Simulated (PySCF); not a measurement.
Input of a run (PBE0-D3(BJ)/def2-SVP geometry optimisation, gas phase, def2 core potentials past Kr (PySCF 2.14.0)), started from GFN2-xTB:
```
{"job": {"xc": "PBE0", "basis": "def2-SVP", "d3": "d3bj", "grid": 1, "maxiter": 40, "kind": "geom"}, "charge": 0, "multiplicity": 1}
Mo     0.000020    -0.000070     0.026010
O      0.002550    -0.006430     1.660500
F      1.692490     0.012590    -0.424180
F     -0.011580     1.694790    -0.415100
F     -1.693810    -0.009390    -0.419080
F      0.010320    -1.691480    -0.428160
```

Output (energies in Eh, forces in Eh/bohr):
```
step   0  E = -542.13926095  max force = 0.068532
step   1  E = -542.15439795  max force = 0.026545
step   2  E = -542.15930239  max force = 0.012004
step   3  E = -542.15954382  max force = 0.004842
step   4  E = -542.15957626  max force = 0.000236
step   5  E = -542.15957419  max force = 0.000497
step   6  E = -542.15957556  max force = 0.000016
optimisation converged
```

Q: Summarise the run.

A: The energy falls by 53.3 kJ/mol over 7 energy and gradient evaluations, the largest force component goes from 0.0685 to 1.6e-05 Eh/bohr, and the atoms move by 0.064 Å rms after alignment. Among the bonds, Mo1–F3, Mo1–F4, Mo1–F5 and Mo1–F6 change most and about equally (+0.081 Å). Bonds longer at the end by more than 0.005 Å: 4 of 5; shorter: 0. The energy rose by more than 1e-6 Eh at step 5. The first step brought 75 % of the lowering.

Q: What are the final bond lengths?

A: Mo1–O2 1.636 Å, Mo1–F3 1.832 Å, Mo1–F4 1.832 Å, Mo1–F5 1.832 Å, Mo1–F6 1.832 Å. Numbering counts from 1 in the input's order; the species is `[O]=[Mo]([F])([F])([F])[F]` (MoOF4).

The run used 101 basis functions and 50 SCF cycles in all. The run took 29 s wall on an Arm Neoverse V2 with one thread (shared host).

Stationary, but not proved a minimum.
